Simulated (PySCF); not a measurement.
Compound: C6H7FP2.
Cartesian coordinates in Å at the GFN2-xTB level; atoms count from 1:
```
atom  x, y, z in Å
C1    -2.2701    0.1527   -0.3170
C2    -1.4152    0.3121    0.9407
C3     0.0450    0.2109    0.5862
C4     0.6301   -1.0430    0.5578
C5     1.9271   -1.3675    0.2146
P6     3.2145   -0.3278   -0.2986
C7     2.4049    1.2091   -0.2511
F8     3.2067    2.2495   -0.6237
P9     0.8037    1.7288    0.1746
H10   -2.0300    0.9372   -1.0328
H11   -2.0800   -0.8098   -0.7874
H12   -3.3269    0.2179   -0.0704
H13   -1.6824   -0.4616    1.6638
H14   -1.6228    1.2864    1.3894
H15   -0.0104   -1.8710    0.8460
H16    2.1983   -2.4151    0.2640
```

NICS is the negative of the GIAO shielding at a point without a nucleus: at the ring centre (0) and 1 Å above and below it (1); zz is the component along the ring normal. Level: GIAO PBE0/pcSseg-1 (PySCF, non-relativistic, gas phase) on the GFN2-xTB geometry, one conformer.

Ring bond lengths (Å), with Mayer bond orders in brackets: C3–C4 1.384 (1.38), C4–C5 1.380 (1.48), C5–P6 1.733 (1.30), P6–C7 1.738 (1.26), C7–P9 1.736 (1.27), P9–C3 1.746 (1.28).

Question: What do the NICS probes read (ppm)?

Answer: 
```csv
ring,type,NICS(0),"NICS(1), two faces","NICS(1)zz, two faces",rms pucker (Å),"centre to ring atoms, mean (Å)"
C3–C4–C5–P6–C7–P9,6-membered ring with 2 P; formal bonds all aromatic,-8.2,-10.3 / -10.3,-23.9 / -24.6,0.00,1.60
```

Question: What do they say, and how far can they be read as aromaticity?

Answer: 
- C3–C4–C5–P6–C7–P9: mean NICS(1)zz -24.3 ppm, shielded.

Question: How equal are the bonds by HOMA? HOMA = 1 − mean of α(R − Ropt)² over the ring bonds, with Krygowski's 1993 parameters (CC: Ropt 1.388 Å, α 257.7 Å⁻²; CP: Ropt 1.698 Å, α 118.91 Å⁻²).

Answer: 
- C3–C4–C5–P6–C7–P9: HOMA 0.87; the largest term is that of P9–C3, α(R − Ropt)² = 0.27.

Question: How shielded are the nuclei of the rings and their hydrogens (means over atoms taken as equivalent)?

Answer: 
| atoms | environment | σ isotropic (ppm) | principal values of the symmetric part, first atom (ppm) |
| --- | --- | --- | --- |
| C3 | substituted aromatic carbon | -4.6 | -147.2, -34.3, 167.7 |
| C4 | aromatic CH carbon | 49.8 | -56.6, 36.3, 169.7 |
| C5 | aromatic CH carbon | 21.7 | -128.9, 25.1, 168.9 |
| P6 | phosphorus bonded to 2 C | 123.5 | -159.0, 13.3, 516.3 |
| C7 | aromatic C–F carbon | -69.3 | -275.4, 4.7, 62.8 |
| P9 | phosphorus bonded to 2 C | 105.9 | -149.6, -2.3, 469.7 |
| H15 | aromatic hydrogen | 23.56 | 19.0, 22.9, 28.8 |
| H16 | aromatic hydrogen | 22.44 | 19.9, 20.6, 26.8 |

Cost: about 2.1 min of CPU time on one thread (with the writing of density and orbital grids); the machine was shared, so the figure is rough. This is the whole shielding run at PBE0/pcSseg-1, SCF included.
